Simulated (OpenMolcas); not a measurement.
Ge+: effect of the level shift or regulariser

```json
{"Program": "OpenMolcas 26.06", "Basis": "ANO-RCC-VQZP [7s6p4d2f1g]", "Scalar Hamiltonian": "DKH2, point nucleus", "Active space": "3 electrons in 9 orbitals (RAS2 4s 4p; RAS3 4d, at most 2 electrons)", "State averaging": "2S+1 = 4 odd, 1 root (0 in the spin-orbit step); 2S+1 = 2 odd, 8 roots; 2S+1 = 4 even, 3 roots; 2S+1 = 2 even, 9 roots", "Spin-orbit coupling": "state interaction with AMFI integrals over the reference wave functions, term energies averaged over their components"}
```

Methods on the same reference wave functions:
A. RASSCF
B. SS-RASPT2, IPEA 0.25 Eh, imaginary shift 0.1 Eh (closed shells correlated: 3d)
C. SS-RASPT2, IPEA 0.25 Eh, sigma2 regulariser 0.3 Eh (closed shells correlated: 3d)

Energies in cm⁻¹ above 4s² 4p ²P°_1/2, the measured ground level; measured values from NIST Handbook of Basic Atomic Spectroscopic Data.

| Level | A | B | C | Measured |
| --- | --- | --- | --- | --- |
| 4s² 4p ²P°_1/2 | 0.0 | 0.0 | 0.0 | 0.0 |
| 4s² 4p ²P°_3/2 | 1632 | 1632 | 1632 | 1767 |
| 4s 4p² ⁴P_1/2 | 46048 | 50600 | 50600 | 51576 |
| 4s 4p² ⁴P_3/2 | 46646 | 51210 | 51200 | 52291 |
| 4s 4p² ⁴P_5/2 | 47570 | 52130 | 52120 | 53367 |
| 4s 4p² ²D_3/2 | 64760 | 67270 | 67270 | 65016 |
| 4s 4p² ²D_5/2 | 64866 | 67380 | 67380 | 65185 |
| 4s 4p² ²S_1/2 | 86362 | 86440 | 86450 | 85891 |

Deviations, from unrounded energies. A percentage is the sum of absolute deviations over the sum of measured energies, with the sign that they share, or ± where signs differ.

```csv
Against measurement,Levels,A,B,C
mean absolute deviation (cm-1),7,2600,1200,1200
fine structure of the ground term (%),1,-7.6,-7.6,-7.6
other configurations (%),6,±4.8,±2.2,±2.2
```

B, C lie about equally close to measurement and A furthest from it. The largest miss of B in the table is 4s 4p² ²D_3/2, by +2300 cm-1. The ranking rests on the paired levels alone, and a cruder setting can come out closer through cancelling errors.

Between B and C the level of the table that moves most is 4s 4p² ⁴P_3/2, by 5.1 cm-1 (lowest in C, highest in B). Moves below CASPT2's spread within the term are not significant.

The two smallest mean deviations differ by little beside CASPT2's spread within terms, so their order carries little weight.

The lowest spin-free term lies below A's lowest term by 0.449 hartree in B, 0.449 hartree in C.

CASPT2 does not keep the components of a term degenerate, so their means are used; among the terms shown or strongly mixed into the levels shown the widest spread is 13 cm-1 (4s 4p² ²D, C). Some high roots are left out of the spin-orbit mixing, which shifts the levels that they would mix with. Active for correlation alone: 4d; no level in the range computed is led by a configuration that fills it, so any true level of that kind is missing. Some terms mix strongly with configurations of 4d, whose occupation reaches 0.20 (4s 4p² ²D). Without dynamic correlation excited terms often stand tens of per cent too high (terms of higher spin than the ground term too low), and those without a measured partner can miss by more than the paired ones (holds for A). Measured partners are found by configuration, term and J. A level has none where our copy of the source lacks it or the pairing is in doubt (some pairs that miss far off the trend of their configuration count as doubtful), and it then counts in no deviation. Levels of configurations outside the active space are missing. The table leaves out levels that lie high or whose names do not pair safely across all columns.

° marks odd parity.
